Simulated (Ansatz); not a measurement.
The same path of a periodic cell of 17 atoms, CuSi₁₆ (host Si, host structure diamond, interstitial Cu), cell charge +1 was run twice with different band settings. Lost on the way: Si5–Cu17, Si8–Cu17, Si15–Cu17. Made: Si4–Cu17, Si10–Cu17, Si11–Cu17.

Theory: Ansatz 0.2.0, DFT PBE, scalar-relativistic, plane waves, PAW. Settings: PAW set soft_1, cutoff 420 eV, k mesh 2x2x2, fermi-dirac smearing 0.05 eV, no spin polarisation.

Relaxed end points:

```xyz
17
Lattice="0.0000 5.4300 5.4300 5.4300 0.0000 5.4300 5.4300 5.4300 0.0000" Properties=species:S:1:pos:R:3
Si -0.057 0.031 0.054
Si 1.400 1.317 1.356
Si 2.685 2.775 0.056
Si 4.023 4.126 1.407
Si 2.853 -0.138 2.575
Si 4.070 1.316 4.028
Si 5.373 2.774 2.745
Si 6.830 4.076 4.029
Si -0.001 2.719 2.765
Si 1.314 4.139 4.112
Si 2.671 5.479 2.758
Si 4.010 6.835 4.114
Si 2.658 2.716 5.427
Si 4.195 3.949 6.658
Si 5.429 5.488 5.430
Si 6.743 6.833 6.850
Cu 6.936 6.636 3.914
```

```xyz
17
Lattice="0.0000 5.4300 5.4300 5.4300 0.0000 5.4300 5.4300 5.4300 0.0000" Properties=species:S:1:pos:R:3
Si -0.123 0.123 0.123
Si 1.415 1.353 1.354
Si 2.760 2.670 -0.066
Si 4.074 4.017 1.353
Si 2.761 -0.067 2.670
Si 4.073 1.353 4.017
Si 5.492 2.669 2.669
Si 6.832 4.024 4.024
Si 0.003 2.754 2.754
Si 1.219 4.208 4.208
Si 2.674 5.427 2.754
Si 4.130 6.728 4.040
Si 2.674 2.754 5.426
Si 4.130 4.039 6.728
Si 5.481 5.376 5.376
Si 6.817 6.728 6.728
Cu 7.998 8.295 2.865
```

Common settings: climbing image yes; end points relaxed.

| run | movable images | spring | optimiser | start path | force threshold | iteration limit | largest step |
| --- | --- | --- | --- | --- | --- | --- | --- |
| 1 | 7 | 10.0 eV/Å² | lbfgs | IDPP | 0.03 eV/Å | 31 | default |
| 2 | 3 | 5.0 eV/Å² | fire | default | 0.05 eV/Å | 50 | 1.0 Å |

What does each run give, and how far can it be trusted?

Run 1: converged after 26 iterations, highest image 0.035 eV above the first end. A structure lower than the first end lies on the path between it and the top, so the climb from that side starts below the end, which may itself be a saddle point or a shallow side well. A structure lower than the last end lies on the path between it and the top, so the climb from that side starts below the end, which may itself be a saddle point or a shallow side well. By the program's own check the climbing image is of a kind that is not told: the force calls were inconclusive, a negative curvature could not be distinguished from the path's own, the only one lies far off the path, or fixed occupations may fill a level only in part (lowest curvatures found: -0.61 and 1.02 eV/Å²).
Run 2: converged after 22 iterations, highest image 0.035 eV above the first end. A structure lower than the first end lies on the path between it and the top, so the climb from that side starts below the end, which may itself be a saddle point or a shallow side well. A structure lower than the last end lies on the path between it and the top, so the climb from that side starts below the end, which may itself be a saddle point or a shallow side well. The order of the stationary point at the top wasn't checked.
Limits of this set-up: coarse k mesh, a small cell, in which the defect meets its images, charged cell in a uniform background, uncorrected.
